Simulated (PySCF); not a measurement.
PySCF input file for SiOF2, SMILES O=[Si](F)F, SMD-M06-2X/6-31G*. The structure is a stationary point at B3LYP-D3(BJ)/def2-TZVP.

```python
import numpy as np
from pyscf import gto, scf, dft
from pyscf.solvent import smd

mol = gto.M(
    atom='''
    Si    0.00000000    0.00000000    0.13068052
    O     0.00000000    0.00000000    1.63530360
    F     0.00000000    1.24363285   -0.82844200
    F     0.00000000   -1.24363285   -0.82844200
    ''',
    basis='6-31G*',
    charge=0,
    spin=0,
    max_memory=1600,
    verbose=3,
)
mf = dft.RKS(mol, xc='m06-2x').density_fit(auxbasis='def2-universal-jkfit')
mf.grids.level = 4
mf.conv_tol = 1e-9
mf.max_cycle = 100
mf.kernel()
res = {}
for name in ['water', 'diethylether', 'chlorobenzene']:
    s = mf.SMD()
    s.with_solvent.solvent, s.with_solvent.sasa_ng = name, 302
    s.kernel(mf.make_rdm1())
    res[name] = (s.e_tot, s.with_solvent.get_cds(), s.dip_moment(), s.mo_energy, s.converged)
    print(f'SMD {name}: dG(solv) = {(s.e_tot - mf.e_tot) * 627.509474:.3f} kcal/mol, of which CDS {res[name][1] * 627.509474:.3f}')
```

Log of the run:

```
converged SCF energy = -564.367106650208
converged SCF energy = -564.377240748816
Dipole moment(X, Y, Z, Debye):  0.00000,  0.00000, -3.00222
SMD water: dG(solv) = -6.359 kcal/mol, of which CDS 1.596
converged SCF energy = -564.374049648748
Dipole moment(X, Y, Z, Debye):  0.00000, -0.00000, -2.53959
SMD diethylether: dG(solv) = -4.357 kcal/mol, of which CDS -0.992
converged SCF energy = -564.373619710833
Dipole moment(X, Y, Z, Debye):  0.00000,  0.00000, -2.56402
SMD chlorobenzene: dG(solv) = -4.087 kcal/mol, of which CDS -0.338
```

The calculation finished and met its thresholds.

Cost: around 17 core-seconds (rough).
